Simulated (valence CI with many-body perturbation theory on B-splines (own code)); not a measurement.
Values are calculated unless marked as measured or tabulated.
Basis-set convergence for Ba XVII

Level of theory: valence CI with perturbative core correlation (CI+MBPT): four valence electrons over a frozen Dirac-Fock core [Kr], a basis of 7 s, 7 p, 8 d, 6 f, 4 g, 1 h functions for each j, with the one-electron correlation potential Σ1 (screened to all orders), the two-electron term Σ2, the three-electron term Σ3, Breit, model QED; selected single and double excitations, second order for the rest, scaled by the run's own slope (own B-spline code, finite nucleus).

No measured levels were compared; by estimate terms of the open shell hold to 2 to 4 % of their energy, and close levels can change places. Only levels of the ground parity were solved; by the run's estimate the other parity begins above the list, which can be wrong where configurations are misplaced.

The reference run has the lowest level 4d⁴ ⁵D_0 and an ionisation energy of 423.539 eV. Its largest variational space holds 19963 state functions.

Names give the largest LS component (configuration and term), which can be under half, so a name can repeat, a term be missing and a line seem to break the LS rules; names also repeat where a configuration has a term twice. Letters in brackets count levels of one name in rising energy.

Changed runs:
A. basis 6 s, 6 p, 5 d, 5 f, 1 g
B. basis 5 s, 5 p, 4 d, 4 f

Excitation energies of the reference run in cm⁻¹, and shifts in cm⁻¹:

| Level | Reference | A | B |
| --- | --- | --- | --- |
| 4d⁴ ⁵D_1 | 11714 | -120 | -277 |
| 4d⁴ ⁵D_2 | 21228 | -158 | -339 |
| 4d⁴ ⁵D_3 | 28240 | -138 | -259 |
| 4d⁴ ⁵D_4 | 32121 | -35 | +25 |
| 4d⁴ ³P_0 [a] | 46443 | +124 | +361 |
| 4d⁴ ³H_4 | 48586 | +63 | +464 |
| 4d⁴ ³G_3 | 57126 | +122 | +746 |
| 4d⁴ ³F_2 [a] | 59754 | +200 | +947 |
| 4d⁴ ³H_5 | 60420 | +94 | +686 |
| 4d⁴ ³P_1 [a] | 62761 | +162 | +742 |
| 4d⁴ ³H_6 | 65569 | +130 | +799 |
| 4d⁴ ³G_4 | 71589 | +142 | +817 |
| Ionisation energy (eV) | 423.539 | -0.053 | -0.124 |
